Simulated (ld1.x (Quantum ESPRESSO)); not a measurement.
An all-electron radial function and its pseudo partner (K)

Columns: radius, all-electron u(r) and pseudo u(r) of the 3d shell (level -0.60 eV) of potassium in the configuration [Ne] 3s2 3p6 3d0 4s0.75 4p0; PBE, scalar-relativistic, RRKJ scheme, ld1.x (Quantum ESPRESSO) 7.5.

```json
{"r (bohr)": "0.210", "all-electron": "0.0245", "pseudo": "0.0011"}
{"r (bohr)": "0.420", "all-electron": "0.0839", "pseudo": "0.0082"}
{"r (bohr)": "0.630", "all-electron": "0.1413", "pseudo": "0.0261"}
{"r (bohr)": "0.840", "all-electron": "0.1861", "pseudo": "0.0567"}
{"r (bohr)": "1.050", "all-electron": "0.2175", "pseudo": "0.0987"}
{"r (bohr)": "1.260", "all-electron": "0.2378", "pseudo": "0.1485"}
{"r (bohr)": "1.470", "all-electron": "0.2507", "pseudo": "0.2002"}
{"r (bohr)": "1.680", "all-electron": "0.2591", "pseudo": "0.2478"}
{"r (bohr)": "1.890", "all-electron": "0.2650", "pseudo": "0.2862"}
{"r (bohr)": "2.100", "all-electron": "0.2696", "pseudo": "0.3123"}
{"r (bohr)": "2.310", "all-electron": "0.2738", "pseudo": "0.3256"}
{"r (bohr)": "2.520", "all-electron": "0.2779", "pseudo": "0.3282"}
{"r (bohr)": "2.730", "all-electron": "0.2821", "pseudo": "0.3235"}
{"r (bohr)": "2.940", "all-electron": "0.2864", "pseudo": "0.3157"}
{"r (bohr)": "3.150", "all-electron": "0.2909", "pseudo": "0.3084"}
{"r (bohr)": "3.360", "all-electron": "0.2954", "pseudo": "0.3040"}
{"r (bohr)": "3.570", "all-electron": "0.3000", "pseudo": "0.3032"}
{"r (bohr)": "3.780", "all-electron": "0.3047", "pseudo": "0.3055"}
{"r (bohr)": "3.990", "all-electron": "0.3095", "pseudo": "0.3095"}
{"r (bohr)": "4.200", "all-electron": "0.3140", "pseudo": "0.3140"}
{"r (bohr)": "4.410", "all-electron": "0.3182", "pseudo": "0.3182"}
{"r (bohr)": "4.620", "all-electron": "0.3218", "pseudo": "0.3218"}
{"r (bohr)": "4.830", "all-electron": "0.3247", "pseudo": "0.3247"}
{"r (bohr)": "5.040", "all-electron": "0.3270", "pseudo": "0.3270"}
{"r (bohr)": "5.250", "all-electron": "0.3284", "pseudo": "0.3284"}
{"r (bohr)": "5.460", "all-electron": "0.3292", "pseudo": "0.3292"}
```

(1) How many radial nodes do the two functions have?

(2) At about which radius was the pseudo-wave matched?

(3) Is the pseudo-wave norm-conserving?

## Answers

(1) The all-electron 3d function has n − l − 1 = 0; the pseudo-wave has 0.

(2) 4.20 bohr, where the columns begin to agree (steps of 0.21 bohr).

(3) Yes: the RRKJ scheme keeps the norm inside the radius equal to the all-electron one, which fixes the energy derivative of the logarithmic derivative at the level.
